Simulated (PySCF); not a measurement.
## Computed properties of Si(F)3(SiH3) (F3H3Si2), SMILES F[Si](F)(F)[SiH3]

F3H3Si2, SMILES F[Si](F)(F)[SiH3]. Geometry optimised at PBE0-D3(BJ)/def2-SVP. Other conformers were not sampled. All values are computed for the isolated molecule unless a solvent is named; none is compared with measurement here.

**Structure.** The optimised structure has C3v symmetry. All 18 harmonic modes at PBE0-D3(BJ)/def2-SVP (PySCF) are real, so it is a minimum. With heavy atoms numbered as in [F:1][Si:2]([F:3])([F:4])[SiH3:5], the shortest bond between them is Si2–F4 at 1.607 Å and the longest Si2–Si5 at 2.323 Å.

**Vibrations.** The strongest infrared lines (harmonic, unscaled, degenerate partners summed) lie at 824 cm⁻¹ (336 km/mol, H 42 %, F 39 %, Si 19 %), 977 cm⁻¹ (329 km/mol, F 49 %, Si 47 %), 2258 cm⁻¹ (123 km/mol, H 96 %). The softest mode is at 93 cm⁻¹ and the zero-point energy is 21.6 kcal/mol.

**Electronic structure.** CAM-B3LYP/def2-TZVP (PySCF) places the frontier levels at -10.86 and 0.68 eV, a gap of 11.54 eV, and gives a dipole moment of 2.34 D and a mean polarisability of 49.4 bohr³. PBE/def2-TZVP (PySCF) at the same geometry gives -8.15 and -1.27 eV, so its gap is 4.66 eV narrower. An orbital gap is neither the optical nor the fundamental gap.

**Excitations.** TDDFT-PBE0/def2-SVPD (PySCF) has S1 at 7.96 eV (156 nm, f = 0.086, bright); the most intense of the 10 singlets computed lies at 8.46 eV (f = 0.20). Strengths of degenerate partners are summed. T1 (TDA) is at 6.73 eV. TDDFT-PBE/def2-SVPD (PySCF) puts S1 at 7.51 eV. No vertical singlet excitation falls in the visible range (under 3.1 eV).

**NMR.** GIAO shifts at B3LYP/pcSseg-1 (PySCF) (non-relativistic, atoms alike by connectivity averaged): ¹H at 3.7 ppm against TMS; ²⁹Si from -116.7 to -42.7 ppm against TMS; ¹⁹F at -127.1 ppm against CFCl3.

**Solvation.** SMD-PBE0/6-31G* (PySCF) gives 1.5 kcal/mol in water, -1.3 kcal/mol in N,N-dimethylformamide, -1.6 kcal/mol in acetonitrile (1 M in both phases, gas-phase geometry).
